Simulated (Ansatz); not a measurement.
Start from `C[SiH](O)[SiH3]` and change one atom or group to get `O[SiH2][SiH](O)[SiH3]`.

Ansatz, PBE0-D4/def2-TZVP geometries, multiplicity 1. Each molecule was computed in one conformer, which needn't be the lowest.

| property | `C[SiH](O)[SiH3]` |
| --- | --- |
| HOMO energy (B3LYP/def2-TZVPP) / eV | -7.65 |
| LUMO energy (PBE/def2-TZVPP) / eV | -0.90 |
| HOMO energy (ωB97M-V/def2-TZVPP) / eV | -9.90 |
| size of the dipole moment (PBE/def2-TZVPP) / D | 1.85 |
| size of the dipole moment (ωB97M-V/def2-TZVPP) / D | 1.88 |
| HOMO–LUMO gap (PBE0/def2-TZVPP) / eV | 7.80 |

Task: Give the same properties after the change, and the shifts. (Estimate.)

Result: Computed: 
| property | `O[SiH2][SiH](O)[SiH3]` | shift |
| --- | --- | --- |
| HOMO energy (B3LYP/def2-TZVPP) / eV | -7.44 | 0.21 |
| LUMO energy (PBE/def2-TZVPP) / eV | -1.88 | -0.98 |
| HOMO energy (ωB97M-V/def2-TZVPP) / eV | -9.61 | 0.29 |
| size of the dipole moment (PBE/def2-TZVPP) / D | 2.35 | 0.50 |
| size of the dipole moment (ωB97M-V/def2-TZVPP) / D | 2.44 | 0.56 |
| HOMO–LUMO gap (PBE0/def2-TZVPP) / eV | 6.59 | -1.21 |

With PBE0 the HOMO rises by 0.21 eV and the LUMO falls by 1.00 eV, so the gap narrows by about 1.21 eV. PBE moves the HOMO by 0.16 eV and ωB97M-V by 0.29 eV. Dipoles are sizes alone; their direction can turn.

B3LYP here is the variant with VWN-RPA as its local correlation; programs differ in this.
